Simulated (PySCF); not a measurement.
Mapped SMILES: `[CH3:1][CH:2]([CH3:3])[CH:4]1[CH2:5][CH2:6][CH2:7][CH2:8]1` (H(Xn): hydrogen on atom n). Ha(C5), Ha(C6), Ha(C7), Ha(C8) are cis to C2 on the ring; Hb(C5), Hb(C6), Hb(C7), Hb(C8) are trans to C2 on the ring.

GIAO shifts from PySCF 2.14.0 with density-fitted response routines on PBE0-D3(BJ)/def2-SVP geometries (one conformer, non-relativistic, equivalent nuclei averaged), against TMS at the same level and in the same medium; PCM means IEF-PCM chloroform.

Measured (solution, not stated per compound (mostly CDCl3 or CCl4); Pretsch, Buehlmann, Badertscher, Structure Determination of Organic Compounds, 4th ed. (2009)): C4 47.4, C5/C8 30.0, C6/C7 24.7 ppm.

Which unscaled values do CAM-B3LYP/pcSseg-1, gas; PBE0/pcSseg-1, PCM; WP04/pcSseg-1, PCM; wB97X-D/pcSseg-1, PCM give, and how close are they?

## Answers


```tsv
atoms	measured	CAM-B3LYP/pcSseg-1, gas	PBE0/pcSseg-1, PCM	WP04/pcSseg-1, PCM	wB97X-D/pcSseg-1, PCM
C4	47.4	50.0	50.1	51.2	49.4
C5/C8	30.0	34.1	34.4	36.0	34.1
C6/C7	24.7	28.9	29.5	31.6	29.1
```

Mean absolute error for 13C: CAM-B3LYP/pcSseg-1, gas 3.6, PBE0/pcSseg-1, PCM 4.0, WP04/pcSseg-1, PCM 5.6, wB97X-D/pcSseg-1, PCM 3.5 ppm.
